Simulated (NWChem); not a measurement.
Molecule: C2H6Cl2Si; SMILES C[Si](C)(Cl)Cl

Computed with NWChem. Geometry: optimised at PBE0/def2-SVP. Level: PBE0/aug-cc-pVDZ; rows give the wavelength of the field.

| field | isotropic polarisability (bohr³) | anisotropy (bohr³) |
|---|---|---|
| static | 77.8 | 4.8 |
| 1065 nm | 78.4 | 4.9 |
| 589 nm | 79.9 | 4.9 |
| 400 nm | 82.6 | 5.1 |
